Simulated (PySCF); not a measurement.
Gas-phase reaction: Sn₂O₂ + 2 NO₂ = 2 SnO₂ + 2 NO

Method: PySCF energies (xtb for GFN2) plus ideal-gas RRHO corrections (1 bar). † marks an energy on the PBE0/def2-TZVP geometry and frequencies; other levels use their own. CCSD(T) freezes the core. Open shells (unrestricted): NO₂ (multiplicity 2), NO (multiplicity 2, electronic degeneracy 4); the rest are closed-shell singlets. GFN2 has no spin-polarisation term. Spin-orbit splitting is ignored; it lowers the true energy and changes the entropy of NO. Sn: scalar-relativistic def2 core potential, no spin-orbit coupling. Sn₂O₂, SnO₂: computed as isolated molecules; such fragments, hydroxides, amides, oligomers or adducts are transient or little studied in the gas. CCSD(T) isn't extrapolated to the basis-set limit; its ΔH°(298 K) is 490.8 kJ in def2-SVP and 410.5 kJ in def2-TZVPP. The harmonic model lacks anharmonicity and excited electronic states, which grow with temperature; levels with a mode under 35 cm⁻¹ are left out. Warning, large T1 diagnostic: SnO₂ (CCSD(T)/def2-SVP†).

| level | ΔE electronic, kJ | ΔH°(298 K), kJ | ΔS°(298 K), J/K | ΔG°(600 K), kJ |
|---|---|---|---|---|
| CCSD(T)/def2-SVP† | 499 | 491 | 140 | 405 |
| GFN2-xTB | 676 | 667 | 148 | 577 |
| HF/def2-TZVP† | 453 | 445 | 140 | 359 |
| M06-2X/def2-TZVP† | 486 | 478 | 140 | 392 |
| PBE0/def2-TZVP | 525 | 517 | 140 | 431 |
| r2SCAN/def2-TZVP† | 518 | 509 | 140 | 424 |
| ωB97X-V/def2-TZVP† | 500 | 492 | 140 | 406 |
ΔH° is lowest at HF/def2-TZVP† and highest at GFN2-xTB. No reference value is set beside these.
